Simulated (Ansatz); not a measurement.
Reaction (formal exchange of groups at the Si–O bond): `O[SiH2]CBr` + `CF` → `FC[SiH2]CBr` + H₂O

Computed with Ansatz on PBE0-D4/def2-TZVP structures; ΔE is electronic, products minus reactants. CBS: MP2 limit from def2 TZ/QZ plus the TZ coupled-cluster correction, frozen cores. This one scheme is used for every species. Functionals use def2-TZVPP. B3LYP here is the variant with VWN-RPA as its local correlation; programs differ in this. For Br outer-core shells are correlated without core-valence functions, which leaves a few kJ/mol of doubt a bond. Scalar relativity is left out up to krypton. Each species was taken in one conformer, which may not be the lowest.

```csv
level,ΔE (kJ/mol)
B3LYP-D4,109.9
ωB97X-V,109.2
PBE,101.9
PBE0,106.7
```

**Question.** What does CCSD(T)/CBS give? (An estimate is asked.)

**Answer.** Computed: +108.9 kJ/mol. The listed levels differ from it by 1.0, 0.3, -7.0, -2.2 kJ/mol.

Largest T1 diagnostic among the species: 0.010.

From PBE to PBE0 (25 % exact exchange), in def2-TZVPP and without D4, ΔE moves by +4.8 kJ/mol. The D4 term adds −6.2 kJ/mol with B3LYP and −3.6 kJ/mol with PBE0; it sums over pairs of atoms, weighted by their polarisabilities, and B3LYP, whose exchange is more repulsive, gets the larger term. In def2-TZVPP, CCSD(T) changes the Hartree–Fock value by −21.5 kJ/mol (the triples alone add −2.6 kJ/mol) and MP2 by −18.1 kJ/mol.
